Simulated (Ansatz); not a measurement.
Cost and result for the atomization energy of C$_{8}$H$_{18}$N$_{2}$, SMILES `CCCC/N=N/CCCC` (28 atoms, 27 bonds).

Cartesian coordinates in Å:
```
C 3.138 2.059 -1.197
C 1.875 1.248 -1.425
C 2.138 -0.038 -2.191
C 0.880 -0.848 -2.463
N 0.343 -1.371 -1.216
N -0.818 -1.037 -1.000
C -1.339 -1.541 0.261
C -1.677 -0.377 1.178
C -2.352 -0.826 2.464
C -2.672 0.333 3.392
H 3.605 2.338 -2.146
H 3.875 1.488 -0.625
H 2.931 2.979 -0.647
H 1.412 1.009 -0.463
H 1.140 1.849 -1.972
H 2.609 0.196 -3.152
H 2.848 -0.661 -1.637
H 0.121 -0.255 -2.987
H 1.136 -1.721 -3.074
H -2.255 -2.092 0.023
H -0.621 -2.224 0.728
H -2.323 0.325 0.641
H -0.755 0.167 1.415
H -3.273 -1.366 2.218
H -1.707 -1.545 2.981
H -3.340 1.052 2.909
H -3.158 -0.009 4.308
H -1.763 0.870 3.679
```

The species carries charge 0 and has multiplicity 1. The structure was optimised at the PBE0-D4/def2-TZVP level. It is one conformer, not always the lowest. Program: Ansatz. All runs use 4 threads of an AMD EPYC 7R13 on a shared host and a share of an NVIDIA H100 80 GB. Times are those of one run each, without the atoms' runs, and a repeat can differ threefold. Electronic energies, without spin–orbit coupling; frozen cores. CCSD(T)/CBS adds CCSD(T) − MP2 in def2-TZVPP to the MP2 limit, and its time is that of the two runs behind it. T1 = 0.010; the RHF reference is unstable towards UHF. B3LYP takes the VWN-RPA correlation (the form of Gaussian; ORCA's B3LYP/G).

CCSD(T)/CBS is a level of theory with its own doubt, some kJ/mol a heavy atom from the limit and from the frozen cores, so smaller differences don't rank the functionals.

| level | functions | wall time | atomization (kcal/mol) | difference from CCSD(T)/CBS | per bond |
| --- | --- | --- | --- | --- | --- |
| BHLYP-D4/def2-TZVPP | 562 | 2.9 s | 2590.9 | -62.8 | -2.3 |
| CAM-B3LYP-D4/def2-TZVPP | 562 | 3 s | 2673.0 | 19.3 | 0.7 |
| r2SCANh-D4/def2-TZVPP | 562 | 3.2 s | 2645.0 | -8.7 | -0.3 |
| B3LYP-D4/def2-TZVPP (with forces) | 562 | 3.5 s | 2662.7 | 9.0 | 0.3 |
| CCSD(T)/def2-SVP | 230 | 3.8 s | 2547.4 | -106.3 | -3.9 |
| PBE0-D4/def2-TZVPP | 562 | 4.3 s | 2678.0 | 24.3 | 0.9 |
| BLYP-D4/def2-TZVPP | 562 | 6 s | 2655.7 | 2.0 | 0.1 |
| B97M-V/def2-TZVPP | 562 | 7 s | 2659.0 | 5.3 | 0.2 |
| PBE-QIDH/def2-TZVPP | 562 | 7.5 s | 2649.0 | -4.7 | -0.2 |
| ωB97M-V/def2-TZVPP (with forces) | 562 | 12 s | 2664.9 | 11.2 | 0.4 |
| MP2/def2-QZVPP | 1110 | 26 s | 2656.6 | 2.9 | 0.1 |
| CCSD(T)/def2-TZVPP | 562 | 4.4 min | 2592.4 | -61.3 | -2.3 |
| CCSD(T)/CBS(def2) | – | 4.8 min | 2653.7 | 0.0 | 0.0 |

From PBE to PBE0 (25 % exact exchange), in def2-TZVPP and without D4, the atomization energy moves by −40.2 kcal/mol: exact exchange takes away binding that semilocal exchange gives to molecules. The D4 term adds +21.2 kcal/mol with B3LYP and +11.5 kcal/mol with PBE0; it sums over pairs of atoms, weighted by their polarisabilities, and B3LYP, whose exchange is more repulsive, gets the larger term. In def2-TZVPP, CCSD(T) changes the Hartree–Fock value by +647.6 kcal/mol (the triples alone add +36.9 kcal/mol) and MP2 by +675.7 kcal/mol; breaking electron pairs costs correlation energy, which Hartree–Fock lacks.
